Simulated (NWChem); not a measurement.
System: CH2NO, doublet; SMILES O=C[NH]

NWChem input:

```
start job
memory heap 200 mb stack 900 mb global 1100 mb
geometry units angstroms noautoz
  N      0.186231    -1.136432    -0.026404
  C     -0.447246     0.035605     0.028772
  O      0.236876     1.087632    -0.014444
  H      1.175457    -1.071256     0.277846
  H     -1.561132     0.051025    -0.038100
end
basis spherical
  * library def2-svp
end
dft
  odft
  mult 2
  xc b3lyp
  iterations 150
  mulliken
end
task dft energy
```

Geometry: optimised at PBE-D3(BJ)/def2-SVP, spin-unrestricted. No stability test was run on the SCF state.

**Question.** Predict the main results of this run. (B3LYP/def2-SVP, spin-unrestricted.) Quantities: energy (Ha); highest occupied level (eV); lowest empty minus highest occupied level, either spin (eV); dipole (D); <S²>.

**Answer.** 
```yaml
energy (Ha): -169.08
highest occupied level (eV): -7.68
lowest empty minus highest occupied level, either spin (eV): 3.04
dipole (D): 1.19
"<S²>": 0.774
```
